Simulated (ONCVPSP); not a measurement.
**Transferability test, ONCV potential for arsenic (As)**

```
Element                 : As (Z = 33)
Generator               : ONCVPSP 4.0.1
Type                    : optimised norm-conserving Vanderbilt (ONCV)
Functional              : Wu-Cohen
Relativity              : scalar-relativistic
Frozen core             : [Ne]
Valence charge          : 23
Reference configuration : 3s2 3p6 3d10 4s1 4p4
Partial waves           : 3s+4s: rc 1.15 bohr, ncon 3, nbas 6, qcut 13.4 1/bohr, 2 projectors; 3p+4p: rc 1.20 bohr, ncon 5, nbas 9, qcut 11.1 1/bohr, 2 projectors; 3d: rc 0.95 bohr, ncon 4, nbas 8, qcut 15.8 1/bohr, 2 projectors, debl 3 Ha
Local potential         : polynomial inside 0.60 bohr (lpopt 5, dvloc0 0 Ha)
Core correction         : none
```

Energies are relative to the spin-unpolarised reference configuration 3s2 3p6 3d10 4s1 4p4; without spin polarisation the order of configurations can differ from experiment.

```tsv
valence configuration	charge	ΔE all-electron (eV)	error AE − PS (meV)
3s2 3p6 3d10 4s2 4p2	+1	-0.281	-0.4
3s2 3p6 3d10 4s2 4p1	+2	17.695	-2.0
```

Q: What are ΔE and the potential's error for 3s2 3p6 3d10 4s0 4p5?

A: ΔE = 9.674 eV all-electron; the error (AE − PS) is -0.6 meV.

Q: What are ΔE and the potential's error for 3s2 3p6 3d10 4s2 4p3?

A: ΔE = -9.449 eV all-electron; the error (AE − PS) is +0.5 meV.

Levels in the configuration 3s2 3p6 3d10 4s2 4p1:

```
level  all-electron (eV)  pseudo (eV)
   3s           -211.417     -211.404
   3p           -154.954     -154.940
   3d            -61.988      -61.980
   4s            -33.570      -33.569
   4p            -22.744      -22.742
```
